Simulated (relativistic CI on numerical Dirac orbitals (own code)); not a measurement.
**W4+: 4f photoemission**

Computed with this model: Dirac-Coulomb-Breit CI, orbitals from a KLI potential per configuration, model QED, valence Slater integrals scaled by 0.7, multiplet model of photoemission in the sudden approximation; configurations [Xe] 4f14 5d2 → [Xe] 4f13 5d2; 300 K; Lorentzian 0.35 eV and Gaussian 0.5 eV FWHM. Energies are those of the free ion, without screening or charge transfer. The energies are binding energies and can lie tens of eV above those of solids. S is read from ⟨S²⟩ = S(S + 1).

free ion: ground-state S = 0.94, centroid 85.89 eV. Peaks (eV, height): 84.8 (100), 86.9 (56).

Strongest unbroadened transitions for free ion:

```
Energy (eV)  Relative strength
      84.60               99.3
      84.66               33.0
      84.84              100.0
      84.96               80.9
      86.00                8.1
      86.36                8.8
      86.42                7.5
      86.45                6.9
      86.52                7.9
      86.88               74.8
      86.96               25.7
      87.00               27.1
      87.36                7.7
      87.45                5.8
      87.81               21.0
      88.27                4.3
      88.40               15.5
      88.44               11.6
```
